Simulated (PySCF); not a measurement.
## Structure elucidation problem

The spectra below were simulated for a compound C$_{5}$H$_{8}$O$_{4}$.

$^{1}$H NMR (500 MHz, computed): δ 3.63 (s, 6H), 3.13 (s, 2H).

$^{13}$C{$^{1}$H} NMR (computed): δ 169.5 (C), 52.6 (CH3), 41.0 (CH2).

Computational details: σ from GIAO-B97-2/pcSseg-1, spin–spin couplings from B3LYP/pcJ-1 (without the spin–dipole term), structure optimised with PBE0-D3(BJ)/def2-SVP, in PySCF (single conformer, isolated molecule, fast rotation and ring inversion assumed for equivalent nuclei, relativity neglected).

Referencing at the same level of theory: $^{1}$H (31.38 ppm) and $^{13}$C (183.69 ppm) vs TMS.

Q: Deduce the structure.

A: 
Rings plus π bonds: 2 (no ring in the answer). 3 carbon signals for 5 carbons: some carbons are equivalent by symmetry or fast rotation. Carbon types of the structure: 2 × C, 1 × CH2, 2 × CH3, which accounts for all hydrogens. δC 169.5: ester carbonyl carbon; lone-pair donation from the attached heteroatom keeps it upfield of a ketone carbonyl. δC 52.6: methyl carbon bonded to O; deshielded by the electronegative neighbour. δC 41.0: sp3 CH2 α to a carbonyl; α to the electron-withdrawing carbonyl group. δH 3.63: hydrogen on a methyl carbon bonded to O; its carbon carries O, hence the downfield position. δH 3.13: hydrogen on an sp3 CH2 α to a carbonyl; α to C=O.

These data were computed for dimethyl malonate (COC(=O)CC(=O)OC).

The data come from this structure; uniqueness wasn't tested.

Shifts are as computed. Against solution values, carbons near 30 ppm lie about +1 ppm off and those near 130 ppm about +2 ppm. Of 1211 compounds with measured shifts, 218 miss one by over three times the rms of a fit or turn the order of signals round; such compounds aren't used in these exercises.
